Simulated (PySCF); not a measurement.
[Cu(NH3)6]2+ holds Cu(II), d9, at total charge +2. The structure is a model geometry with rigid ligands and bond lengths from ionic radii, not a minimum; coordination octahedral, point group S6, metal–donor distances 2.16 Å.

```
25

Cu    0.000    0.000    0.000
N     0.000    0.000    2.160
H     0.942    0.000    2.550
H    -0.471    0.816    2.550
H    -0.471   -0.816    2.550
N     0.000    0.000   -2.160
H    -0.942    0.000   -2.550
H     0.471    0.816   -2.550
H     0.471   -0.816   -2.550
N     2.160    0.000    0.000
H     2.550    0.942    0.000
H     2.550   -0.471    0.816
H     2.550   -0.471   -0.816
N    -2.160    0.000    0.000
H    -2.550   -0.942    0.000
H    -2.550    0.471    0.816
H    -2.550    0.471   -0.816
N     0.000    2.160    0.000
H     0.000    2.550    0.942
H     0.816    2.550   -0.471
H    -0.816    2.550   -0.471
N     0.000   -2.160    0.000
H     0.000   -2.550   -0.942
H     0.816   -2.550    0.471
H    -0.816   -2.550    0.471
```

Method (PySCF 2.14, density fitting): CASSCF(9,5) with orbitals averaged over all microstates of the shell, strongly contracted NEVPT2 on the averaged canonical orbitals; basis x2c-TZVPall on the metal, x2c-SVPall elsewhere; spin-free X2C; gas phase; spin-orbit coupling by state interaction with the mean-field operator over all roots.

(1) What is the ground state?

(2) List the excited states of the same spin.

(3) What ligand-field parameters describe the result?

(4) What are the magnetic parameters?

The ground state is orbitally degenerate in this regular structure, which would distort (Jahn–Teller), so its moment is that of the undistorted model. NEVPT2 lifts 2Eg (from 2T2g) from 7196 to 10438 cm⁻¹; on the d shell alone it tends to overshoot states that fill the eg-type orbitals.

The job took 20 s on one thread of Arm Neoverse V2 (shared host), with 222 basis functions and a peak of 0.6 GiB, launched as `OMP_NUM_THREADS=1 python lf_run.py task.json out`.

## Answers

(1) 2Eg (S = 1/2, orbital degeneracy 2), with 6.0 electrons in the lower (t2g-type) set and 3.0 in the upper (eg-type) set, by NEVPT2.

(2) By NEVPT2: 2Eg (from 2T2g) at 10438 cm⁻¹ (958 nm); 2Ag (from 2T2g) at 10493 cm⁻¹ (953 nm). All are electric-dipole forbidden at this geometry.

(3) At NEVPT2 level: orbital energies 0, 55, 55, 10493, 10493 cm⁻¹; 10Dq = 10456 cm⁻¹ (difference of the means of the two sets); ζ = 805 cm⁻¹ (free ion 818).

(4) Degenerate or low-lying orbital states mix with the ground state, so no spin-only Hamiltonian applies. The lowest spin-orbit level is 2-fold, effective g = 0.27, 0.27, 2.27; the next lies at 3.1 cm⁻¹. μeff is 2.02 μB at 300 K and 1.96 μB at 10 K; the spin-only value is 1.73 μB.
